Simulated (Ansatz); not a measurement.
A single point on `F[C]1(F)[AlH][Se]1`.

```yaml
crystal:
  periodic: [false, false, false]
  atoms:
    - {symbol: F, position_ang: [1.067300, -0.801647, 1.349367]}
    - {symbol: C, position_ang: [0.303766, -0.659035, 0.255706]}
    - {symbol: F, position_ang: [0.070594, -1.893387, -0.214837]}
    - {symbol: Al, position_ang: [-0.704071, 0.933395, -0.213494]}
    - {symbol: Se, position_ang: [1.277437, 0.516921, -1.185473]}
    - {symbol: H, position_ang: [-1.972926, 1.839652, -0.037469]}
basis:
  gaussian: {orbitals: def2-TZVPP}
hamiltonian: {xc: pbe}
correlation: {method: rpa}
```

```sh
$ ansatz run in.yaml --threads 4 --pin off --events-out ev --progress --plain
```

Output, abridged:

```
Functional definition: PBE
1287 factors; integrals over basis functions are off by at most 1.5e-3 eV
mean field evaluation 1: about -78412.9031 eV, gradient 4.1e1 eV
mean field evaluation 2: about -78412.8933 eV, gradient 4.1e1 eV
mean field evaluation 4: about -78415.8153 eV, gradient 1.5e1 eV
mean field evaluation 8: about -78416.4959 eV, gradient 6.2e-1 eV
mean field evaluation 16: about -78416.4966 eV, gradient 1.9e-4 eV
mean field -78416.49662728 eV, -2881.7530984422 hartree, gradient 7.8e-6 eV, S^2 0.000000; 0 other end points of the search recorded, 0 dependent functions left out
17 core orbitals not correlated: weight in the atoms' cores, before any rotation towards them, 1.000 or more for the frozen orbitals, at most 0.000 for the correlated occupied ones
reference -78344.26985150 eV, -2879.0988133892 hartree; 19, 19 occupied and 161, 161 virtual orbitals, 1287 factors
Total energy: -78385.58384711 eV, -2880.6170747242 hartree
```

It took 3.4 s on 4 threads of a server CPU on a shared host, with 0.4 GiB of host memory at the peak.
